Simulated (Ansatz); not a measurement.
Cost and result for the atomization energy of C2H7BGeO (12 atoms, 12 bonds).

```xyz
12

B    -1.0589   -0.5528    0.3288
C     0.4315   -0.0704    0.0464
C     1.7066   -0.7033    0.4493
O     0.4942    1.0103   -0.6186
Ge   -1.4850    1.1860   -0.7434
H    -1.3340   -1.5913   -0.2205
H    -1.3506   -0.5361    1.4996
H     1.7307   -1.7228    0.0538
H     1.7174   -0.8021    1.5386
H     2.5749   -0.1396    0.1077
H    -1.7050    1.3173   -2.2700
H    -1.7219    2.6049   -0.1717
```

The species carries charge 0 and has multiplicity 1. Correlated methods include outer-core shells of Ge, which these sets cover unevenly. Scalar relativity is left out up to krypton. The bonds changed during the relaxation, so this is another structure than the one it started from. All single points use the PBE0-D4/def2-TZVP geometry. Program: Ansatz. All runs use 4 threads of an Arm Neoverse V2 on a shared host. Times are those of one run each, without the atoms' runs, and a repeat can differ threefold. Electronic energies, without spin–orbit coupling; frozen cores. CCSD(T)/CBS adds CCSD(T) − MP2 in def2-TZVPP to the MP2 limit, and its time is that of the two runs behind it. T1 = 0.015. With those shells the extrapolation isn't a true limit. B3LYP takes the VWN-RPA correlation (the form of Gaussian; ORCA's B3LYP/G).

CCSD(T)/CBS is a level of theory with its own doubt, some kJ/mol a heavy atom from the limit and from the frozen cores, so smaller differences don't rank the functionals.

```csv
level,functions,wall time
PBE-D4/def2-TZVPP (with forces),270,2.6 s
PBE0-D4/def2-TZVPP,270,3.2 s
B3LYP-D4/def2-TZVPP (with forces),270,4.8 s
r2SCAN-D4/def2-TZVPP (with forces),270,5.5 s
B2PLYP/def2-TZVPP,270,6.5 s
ωB97X-V/def2-TZVPP,270,8.5 s
ωB97M-V/def2-TZVPP (with forces),270,13 s
MP2/def2-QZVPP,527,29 s
CCSD(T)/def2-TZVPP,270,4.5 min
CCSD(T)/CBS(def2),–,5 min
```

Question: What atomization energy does each give, and how far from CCSD(T)/CBS? (Estimate.)

Answer: Ansatz gave: 
| level | atomization (kcal/mol) | difference from CCSD(T)/CBS | per bond |
| --- | --- | --- | --- |
| PBE-D4/def2-TZVPP (with forces) | 1067.7 | 26.0 | 2.2 |
| PBE0-D4/def2-TZVPP | 1048.4 | 6.7 | 0.6 |
| B3LYP-D4/def2-TZVPP (with forces) | 1043.4 | 1.7 | 0.1 |
| r2SCAN-D4/def2-TZVPP (with forces) | 1052.1 | 10.4 | 0.9 |
| B2PLYP/def2-TZVPP | 1032.8 | -8.9 | -0.7 |
| ωB97X-V/def2-TZVPP | 1047.7 | 6.0 | 0.5 |
| ωB97M-V/def2-TZVPP (with forces) | 1045.7 | 4.0 | 0.3 |
| MP2/def2-QZVPP | 1046.0 | 4.3 | 0.4 |
| CCSD(T)/def2-TZVPP | 1019.7 | -22.0 | -1.8 |
| CCSD(T)/CBS(def2) | 1041.7 | 0.0 | 0.0 |

From PBE to PBE0 (25 % exact exchange), in def2-TZVPP and without D4, the atomization energy moves by −18.4 kcal/mol: exact exchange takes away binding that semilocal exchange gives to molecules. In def2-TZVPP, CCSD(T) changes the Hartree–Fock value by +258.0 kcal/mol (the triples alone add +16.6 kcal/mol) and MP2 by +271.5 kcal/mol; breaking electron pairs costs correlation energy, which Hartree–Fock lacks. The D4 term adds +9.4 kcal/mol with B3LYP and +4.9 kcal/mol with PBE0; it sums over pairs of atoms, weighted by their polarisabilities, and B3LYP, whose exchange is more repulsive, gets the larger term.
